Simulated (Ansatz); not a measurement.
```yaml
crystal:
  periodic: [false, false, false]
  atoms:
    - {symbol: O, position_ang: [-0.779873, 1.068595, -1.323869]}
    - {symbol: Sn, position_ang: [-0.544548, -1.191018, 1.634082]}
    - {symbol: Cl, position_ang: [3.892547, -1.600258, 1.394669]}
    - {symbol: H, position_ang: [-2.463057, 1.608732, -1.743241]}
basis:
  gaussian: {orbitals: def2-SVP, final_grid: {core_spheres: 20, valence_spheres: 16, degree: 47}}
hamiltonian: {xc: {name: wB97}}
accuracy: high
output: {forces: true}
```

```sh
$ ansatz run in.yaml --threads 4 --pin off --events-out ev --progress --plain --max-ram 10444MiB
```

Output, abridged:

```
Functional definition: wB97
1196 factors; integrals over basis functions are off by at most 4.3e-9 eV
434 factors; integrals over basis functions are off by at most 2.5e-9 eV
mean field evaluation 1: about -20382.6276 eV, gradient 7.4e1 eV
mean field evaluation 2: about -20202.2598 eV, gradient 1.6e2 eV
mean field evaluation 4: about -20396.9091 eV, gradient 2.5e1 eV
mean field evaluation 8: about -20400.0896 eV, gradient 7.5e0 eV
mean field evaluation 16: about -20400.2576 eV, gradient 2.1e-2 eV
mean field evaluation 32: about -20400.2576 eV, gradient 1.3e-5 eV
mean field -20400.25757363 eV, -749.6956380397 hartree, gradient 8.7e-8 eV, S^2 0.000000; 6 other end points of the search recorded, 0 dependent functions left out
reference -20400.25757275 eV, -749.6956380073 hartree; 24, 24 occupied and 39, 39 virtual orbitals, 1196 factors
Total energy: -20400.25757275 eV, -749.6956380073 hartree
Atom 0 at    -0.779873     1.068595    -1.323869 Å, force    -4.180649     0.359564     0.261952 eV/Å
Atom 1 at    -0.544548    -1.191018     1.634082 Å, force     1.201009     1.077299    -1.641824 eV/Å
Atom 2 at     3.892547    -1.600258     1.394669 Å, force    -1.382355     0.103773     0.106077 eV/Å
Atom 3 at    -2.463057     1.608732    -1.743241 Å, force     4.361994    -1.540635     1.273795 eV/Å
Dipole moment:    -2.251408    -0.530875     1.101874 e Å
```

(1) Something in this input is off. What?

## Answers

(1) The coordinates are in bohr but typed as ångström. The calculation finished and met its thresholds. The result belongs to that input, not to the molecule as meant.
